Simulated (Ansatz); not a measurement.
A structure drawn as `C[SiH](F)[S]`, with this starting geometry:

Cartesian coordinates in Å:
```
C 0.3343 0.4453 0.7666
Si -0.2055 -0.3469 -0.7422
F 0.9017 -1.3968 -1.1526
S -1.9937 -1.3486 -0.5023
H 1.2513 1.0063 0.6867
H -0.4164 1.2099 1.1782
H 0.4797 -0.2541 1.6132
H -0.3515 0.6849 -1.8477
```

Charge 0, multiplicity 2.

Task: Does it keep its bonds when Ansatz relaxes it at PBE-D4/def2-SVP and then PBE0-D4/def2-TZVP?

Result: Yes, every drawn bond is still there and no new one forms.

Task: Give the relaxed structure. (Best estimate.)

Result: Ansatz gave: 
Z-matrix (Å, degrees):
```
C
Si 1 1.856
H 1 1.093 2 109.4
H 1 1.091 2 110.6 3 120.0
H 1 1.092 2 110.8 3 -119.4
F 2 1.600 1 107.9 3 54.3
S 2 2.109 1 110.2 3 177.2
H 2 1.485 1 114.1 3 -63.9
```
All modes are real.

Atoms count as bonded under 1.1 times the sum of their covalent radii (H–H under 0.85 Å, pairs among N, O and F under 1.55 Å), and a drawn bond as lost past 1.3 times.
